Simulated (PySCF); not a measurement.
# He (helium, neutral) across methods

1s1 2p1, high-spin 3P determinant (an excited configuration). Computed with PySCF 2.14 in x2c-TZVPPall with one added diffuse shell each of s, p type (4s3p1d, 18 functions), with scalar relativity by spin-free X2C-1e.

```
method  E (hartree)  mean ε 1s α (eV)  mean ε 2p α (eV)  Σ⟨r²⟩ (bohr²)   ⟨S²⟩
 wB97X      -2.0314           -35.401            -0.464          7.284  2.000
 B3LYP      -2.0417           -32.443             1.968          7.265  2.000
   UHF     -2.02177           -42.257            -0.682          7.219  2.000
  PW91      -2.0456           -30.138             2.552          7.281  2.000
  BLYP      -2.0364           -29.812             2.835          7.280  2.000
   LDA      -1.9838           -29.235             2.793          7.290  2.000
r2SCAN      -2.0400           -31.239             2.435          7.245  2.000
   PBE      -2.0415           -30.008             2.586          7.291  2.000
```

(1) Estimate the same row for PBE0.

The outer electron is Rydberg-like, and this basis confines it to a smaller radius and binds it less than a complete one would.

The highest occupied level is positive at PBE0, B3LYP, PW91, BLYP, LDA, r2SCAN, PBE: only the finite basis holds that electron, which in a density functional comes from self-interaction.

## Answers

(1) E (hartree) = -2.0400; mean ε 1s α (eV) = -33.128; mean ε 2p α (eV) = 1.688; Σ⟨r²⟩ (bohr²) = 7.274; ⟨S²⟩ = 2.000.
